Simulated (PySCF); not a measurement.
Problem. What does the PBE0-D3(BJ)/def2-SVP structure of [ReO4]-, `[O]=[Re-](=[O])(=[O])=[O]` look like in three dimensions? (Charge -1 and singlet state.)

Solution. 
```
atom  x, y, z in Å
Re1    0.0143   -0.0221   -0.0124
O2     0.0288   -0.0404    1.7166
O3     1.6400   -0.0421   -0.6008
O4    -0.7818    1.4092   -0.5679
O5    -0.8264   -1.4151   -0.5976
```

Any rigid rotation of these coordinates is as good. Atoms count from 1 in this order. All 4 O–Re bonds measure 1.729 Å. Re1 (rhenium bonded to 4 O) is tetrahedral (angles from 109.4° to 109.5°).

Bonds between heavy atoms (Å): Re1–O2 1.729, Re1–O3 1.729, Re1–O4 1.729, Re1–O5 1.729.

Level of theory: PBE0-D3(BJ)/def2-SVP geometry optimisation, gas phase, def2 core potentials past Kr (PySCF).

Point group: Td (tolerance 0.08 Å). PBE0-D3(BJ)/def2-SVP frequencies: not computed here. The geometry's basis has no diffuse functions, a weakness for an anion.
